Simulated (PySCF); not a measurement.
CH₆BOP, SMILES COBP. Coordinates come from a B3LYP-D3(BJ)/def2-SVP optimisation. The values are those of a single conformer.

Computed equilibrium geometry at B3LYP-D3(BJ)/def2-SVP (PySCF confirms it by a frequency run) as Cartesian coordinates in Å (one conformer of several):
```xyz
10

B     -0.7556     0.4765    -0.4240
H     -1.7142     1.1345    -0.7521
O     -0.3081    -0.4163    -1.3263
C      0.7832    -1.2918    -1.1082
H      0.7037    -1.8009    -0.1324
H      0.7808    -2.0490    -1.9049
H      1.7391    -0.7433    -1.1435
P     -0.0715     0.6314     1.3811
H     -0.2209     2.0423     1.4958
H      1.3275     0.6448     1.1002
```
Charge 0, spin multiplicity 1.
